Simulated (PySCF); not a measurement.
Ligand exchange on a metal centre used in film growth or etching (Mo Cl-OH). Isolated molecules, 0 K electronic values unless said otherwise. One relaxed conformer stands for each flexible species; it need not be the lowest.

Computed with B3LYP-D3(BJ)/def2-TZVP // r2SCAN-D4/def2-SVP (PySCF). B3LYP has the VWN-RPA correlation part, as in Gaussian. 

```json
[
 {"species": "0 of 6 Cl replaced by OH ([Mo(Cl)6])", "charge on the central atom (Mulliken) (e)": "0.93", "mean distance from the central atom to its bonded neighbours (Å)": "2.308", "LUMO (eV)": "-6.05", "HOMO (eV)": "-8.90", "coordination number": "6"},
 {"species": "1 of 6 Cl replaced by OH ([Mo(Cl)5(OH)])", "charge on the central atom (Mulliken) (e)": "1.08", "mean distance from the central atom to its bonded neighbours (Å)": "2.241", "LUMO (eV)": "-5.89", "HOMO (eV)": "-8.64", "coordination number": "6"},
 {"species": "2 of 6 Cl replaced by OH ([Mo(Cl)4(OH)2])", "charge on the central atom (Mulliken) (e)": "1.24", "mean distance from the central atom to its bonded neighbours (Å)": "2.175", "LUMO (eV)": "-5.49", "HOMO (eV)": "-8.51", "coordination number": "6"},
 {"species": "4 of 6 Cl replaced by OH ([Mo(Cl)2(OH)4])", "charge on the central atom (Mulliken) (e)": "1.51", "mean distance from the central atom to its bonded neighbours (Å)": "2.049", "LUMO (eV)": "-4.69", "HOMO (eV)": "-8.14", "coordination number": "6"},
 {"species": "5 of 6 Cl replaced by OH ([Mo(Cl)(OH)5])", "charge on the central atom (Mulliken) (e)": "1.57", "mean distance from the central atom to its bonded neighbours (Å)": "1.983", "LUMO (eV)": "-3.93", "HOMO (eV)": "-7.86", "coordination number": "6"},
 {"species": "6 of 6 Cl replaced by OH", "charge on the central atom (Mulliken) (e)": "1.72", "mean distance from the central atom to its bonded neighbours (Å)": "1.913", "LUMO (eV)": "-3.77", "HOMO (eV)": "-8.53", "coordination number": "6"}
]
```
